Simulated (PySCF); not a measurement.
## Finite-field polarisability of Ar (argon, neutral)

[Ar], closed-shell 1S. All numbers are calculated (PySCF 2.14, the spin-free X2C one-electron Hamiltonian (Gaussian nucleus), in x2c-TZVPPall with one added diffuse shell each of s, p, d type (6s6p4d1f, 51 functions)). Frozen: [Ne]. Energy changes in a uniform field (μhartree):

```json
{"axis": "x", "F (au)": "0.0043", "HF": "-99.055", "MP2": "-101.498", "CCSD": "-101.026", "CCSD(T)": "-101.605"}
{"axis": "x", "F (au)": "0.0086", "HF": "-396.304", "MP2": "-406.093", "CCSD": "-404.205", "CCSD(T)": "-406.526"}
```

Derive α along x at CCSD(T) from the two fields.

With ΔE = −αF²/2 − γF⁴/24, α = −(16 ΔE(F) − ΔE(2F))/(6F²) = 10.99 bohr³.

And the mean polarisability at each level?

HF 10.71, MP2 10.98, CCSD 10.93, CCSD(T) 10.99 bohr³. Reference: 11.083 ± 0.007 bohr³ (recommended; Schwerdtfeger and Nagle, table of static dipole polarizabilities (2023 update)).
